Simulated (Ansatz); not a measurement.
The cluster Al2N2⁺. Total charge 1; doublet. Geometry PBE0-D4/def2-TZVP, that of the neutral singlet; atoms count from 1.

Cartesian coordinates in Å:
```
Al 0.680 -0.721 1.624
Al -0.680 0.721 -1.624
N -0.515 0.199 0.304
N 0.516 -0.199 -0.304
```

The structure comes from a short search, and lower isomers may exist.

Problem. Estimate the Mulliken populations from the PBE0/def2-TZVP orbitals of Ansatz.

Solution. 
| atom | charge (e) | spin (α − β) |
| --- | --- | --- |
| Al1 | 0.64 | 0.46 |
| Al2 | 0.64 | 0.46 |
| N3 | -0.14 | 0.04 |
| N4 | -0.14 | 0.04 |
Mulliken values and Mayer orders depend strongly on the basis.

Problem. Where does the spin sit?

Solution. Summed by element: Al 0.92, N 0.08, of 1 unpaired in all. Largest on single atoms: Al1 0.46, Al2 0.46, N3 0.04.

Problem. And the Mayer bond orders between bonded heavy atoms (over 0.3)?

Solution. Al1–N3 0.61 (2.00 Å); Al1–N4 0.61 (2.00 Å); Al2–N3 0.61 (2.00 Å); Al2–N4 0.61 (2.00 Å); N3–N4 1.53 (1.26 Å). Values over 0.3 also appear between atoms too far apart for a bond (Al1–Al2 0.47 at 3.80 Å); they arise where an orbital or an unpaired electron spreads over both atoms.
